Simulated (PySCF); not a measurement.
```xyz
3
charge 0 multiplicity 1, angstrom
O     0.0000    0.0000    0.0000
Ga    0.0000    0.0000    1.8256
Ga    0.0000    0.0000   -1.8256
```

Method: PBE in PySCF with O def2-TZVP, Ga def2-TZVP; no relativity; density-fitted integrals.

This geometry of Ga₂O is a stationary point at this level.

Q: What is the point group?

A: D∞h.

Q: Is it a minimum?

A: Yes: all harmonic wavenumbers are real, though the softest, 56 cm⁻¹, leaves little margin.

Q: List the harmonic modes with their infrared intensities.

A: 
```json
{"symmetry": "πu", "ω (cm⁻¹)": "56", "IR (km/mol, summed over degenerate members)": "6.4"}
{"symmetry": "σg+", "ω (cm⁻¹)": "280", "IR (km/mol, summed over degenerate members)": "0.0"}
{"symmetry": "σu+", "ω (cm⁻¹)": "797", "IR (km/mol, summed over degenerate members)": "661"}
```

Q: What are the dipole moment and the gap between the highest occupied and lowest empty levels?

A: 0.00 D and 3.59 eV.

Q: Give the atomic charges and bond orders.

A: 
```
 atom  Mulliken  Löwdin  polar tensor  Mayer order to O1
   O1     -0.34   -0.20         -1.18                  –
Ga2,3      0.17    0.10          0.59               1.08
```

In D∞h the vibrations span πu + σg+ + σu+. The σg+ mode carries no infrared intensity, as symmetry demands. With a centre of inversion only u modes can be infrared active and only g modes Raman active.

This need not be the most stable arrangement of these atoms.
